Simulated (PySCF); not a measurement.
**Shapes and spin states of RuSBr**

Level of theory: PySCF, PBE, basis Ru def2-SVP with ECP28, S def2-SVP, Br def2-SVP (scalar-relativistic core potentials, no spin–orbit coupling, density fitting).

Relaxations began from a few typed shapes and spin states; open shells are unrestricted. The search is not exhaustive: other isomers or separated fragments can lie lower, and high-lying points may rest on an excited occupation.

Task: Order these stationary points by electronic energy, lowest first, in kJ/mol from the lowest minimum.
A. sextet Cs: Ru–Br 2.428 Å, Ru–S 2.159 Å; Br–Ru–S 135.2°
B. quartet Cs: Ru–Br 2.365 Å, Ru–S 2.082 Å; Br–Ru–S 117.7°
C. doublet (⟨S²⟩ 1.44) Cs: Ru–Br 2.332 Å, Ru–S 2.049 Å; Br–Ru–S 117.9°
D. sextet C∞v: Ru–Br 2.454 Å, Ru–S 2.175 Å; Br–Ru–S 180.0°

Result: B (0.0), C (27.2), A (39.8), D (58.3).

Task: Which of them are minima?

Result: By energy in kJ/mol, 0.0: minimum; 27.2: minimum; 39.8: minimum; 58.3: saddle point, 2 imaginary modes.

Formally Ru is in oxidation state +3, d5, with 3 unpaired electrons (the high-spin count would be 5). The Mulliken spin on Ru is 2.30. The polar-tensor charge on Ru, 0.74, is far below the formal one.

For the lowest minimum: other spin states or occupations of the open shell can lie lower.
